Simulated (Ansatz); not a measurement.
Coupled-cluster diagnostics for [Se4]2- (Se₄²⁻), Ansatz.

Geometry of the singlet (PBE0-D4/def2-SVPD):

Cartesian coordinates in Å:
```
Se 0.448 -2.099 -1.808
Se 1.271 -0.443 -0.340
Se -0.235 1.364 0.077
Se -1.484 1.178 2.071
```

Correlated methods freeze 36 core orbitals; core or outer-core shells of Se are correlated, in sets that lack core-valence functions. A multiply charged anion in the gas phase is held together partly by the finite basis. Removing one electron lowers the energy by 1.19 eV at PBE0-D4/def2-TZVPD, so it isn't bound.

Question: Estimate the CCSD(T) correlation energy, the shares of MP2 and (T), T1 and the reference's ⟨S²⟩ for: charge -2, singlet, own geometry in def2-SVPD; and the rough time on 4 threads of Arm Neoverse V1 on a shared host.

Answer: 
```
                           state      basis  correlation (eV)  MP2 share (%)  (T) share (%)     T1  ⟨S²⟩ (pure)  wall time          remarks
charge -2, singlet, own geometry  def2-SVPD           -27.311           96.8            3.6  0.015  0.00 (0.00)       87 s  HOMO above zero
```
Customary marks for T1 are 0.02 (closed shells), 0.045 (open shells) and about 0.05 (3d metals). T1 stays under 0.02 throughout.
